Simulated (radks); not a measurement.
Task: The mean radii <r> (bohr) of the occupied orbitals of an atom or ion are listed with their occupations. Method: scalar-relativistic Kohn-Sham, SOGGA, spin-polarised, spherical densities, finite nucleus; Fermi nuclear charge, rms radius of each element as measured or else 0.836 A^(1/3) + 0.57 fm; computed with a radial shooting solver on a logarithmic mesh with Libxc functionals.

orbital  occ.      <r>
1s up       1  0.01580
1s down     1  0.01580
2s up       1  0.06651
2s down     1  0.06651
2p up       3  0.06055
2p down     3  0.06055
3s up       1   0.1717
3s down     1   0.1717
3p up       3   0.1738
3p down     3   0.1738
3d up       5   0.1575
3d down     5   0.1575
4s up       1   0.3772
4s down     1   0.3772
4p up       3   0.4027
4p down     3   0.4027
4d up       5   0.4226
4d down     5   0.4226
5s up       1   0.8310
5s down     1   0.8310
4f up       7   0.4410
4f down     7   0.4410
5p up       3   0.9481
5p down     3   0.9477
5d up       5    1.230
5d down     5    1.224
6s up       1    2.076
6s down     1    2.064
6p up       1    2.638
7p up       1    6.569

Name the element and its charge. Open shells, if any, are filled with parallel spins first.

Result: Z = 83, bismuth, charge +1: Bi+ in [Hg] 6p1 7p1. The 1s radius gives Z: for a bare nucleus <r> = (2 gamma + 1)/(2Z) with gamma = sqrt(1 - (Z/c)^2), 0.01561 bohr for Z = 83, and screening makes it slightly larger (0.01580 here). The occupations add up to 82, and the charge is Z minus that.
